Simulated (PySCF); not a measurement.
Ge(Me)(SH)3, SMILES [CH3][Ge]([SH])([SH])[SH] (CH₆GeS₃), PBE0/def2-SVP optimised geometry.

```
11

C      1.25    -0.50     0.00
Ge    -0.69    -0.50     0.00
S     -1.32    -1.58    -1.85
S     -1.36    -1.44     1.90
S     -1.62     1.53     0.00
H      1.61     0.07     0.87
H      1.62    -1.53     0.06
H      1.62    -0.03    -0.92
H     -2.64    -1.41    -1.62
H     -2.64    -1.04     1.77
H     -1.55     1.66    -1.34
```

Density from PBE0/def2-TZVP (PySCF 2.14.0) at that geometry.

Minimum of the electron density along straight lines between bonded atoms, close to the bond critical point (lines longer than 1.1 times the sum of covalent radii, or with two minima, are not listed):

```csv
bond,length / Å,ρ at the minimum / e bohr⁻³,∇²ρ there / e bohr⁻⁵,position (fraction from the first atom)
C1–Ge2,1.940,0.132,0.08,0.53
Ge2–S3,2.234,0.102,0.04,0.44
Ge2–S4,2.227,0.103,0.04,0.44
Ge2–S5,2.234,0.102,0.04,0.44
C1–H6,1.099,0.270,-0.90,0.65
C1–H7,1.100,0.269,-0.89,0.64
C1–H8,1.099,0.269,-0.89,0.64
S3–H9,1.351,0.211,-0.59,0.65
S4–H10,1.351,0.211,-0.59,0.65
S5–H11,1.352,0.210,-0.59,0.65
```
